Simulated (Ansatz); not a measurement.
Ideal-gas functions of CH$_{5}$AsSe, SMILES `C[Se][AsH2]` at 298.15 K and 1 bar, from an Ansatz frequency run at PBE0-D4/def2-TZVP.

Molar mass 170.93 g/mol, point group Cs (symmetry number 1), electronic degeneracy 1, moments of inertia 54.009, 261.187, 307.135 u Å². Harmonic wavenumbers (cm⁻¹, unscaled): 65, 124, 163, 287, 611, 686, 687, 917, 924, 1010, 1307, 1457, 1467, 2204, 2210, 3074, 3172, 3182.

Use S(trans) = R[1.5 ln M + 2.5 ln T − 1.1517]; rotational temperatures θ = 24.2544 K / I; S(rot) = R[ln(√π/σ · √(T³/θAθBθC)) + 1.5]; for each mode x = 1.438777 ν̃/T, S = R[x/(eˣ − 1) − ln(1 − e⁻ˣ)] and H = RT x/(eˣ − 1); 1 cm⁻¹ = 0.0119627 kJ/mol; R = 8.31446 J/(mol·K).

Question: By hand: the entropy, in J/(mol·K).

Answer: Translation 173.0. Rotation: θ = 0.4491, 0.0929, 0.079 K, giving 112.0. Vibration, mode by mode: 17.99, 12.71, 10.52, 6.24, 1.80, 1.35, 1.35, 0.55, 0.53, 0.38, 0.11, 0.06, 0.06, 0.00, 0.00, 0.00, 0.00, 0.00, in all 53.6. Electronic 0.0. Sum 338.6 J/(mol·K).

Question: By hand: H − E and G − E in kJ/mol, counted from the electronic energy.

Answer: Zero-point energy ½ × 23547 × 0.0119627 = 140.8; thermal vibration 8.1; translation, rotation and pV give 4 RT = 9.9. H − E = 158.8 kJ/mol, and G − E = 158.8 − 298.15 × 338.6/1000 = 57.8 kJ/mol.

Vibration gives 16 % of the entropy, 30.7 J/(mol·K) of it from the modes under 150 cm⁻¹: soft modes count most, and the harmonic formula is weakest for them.
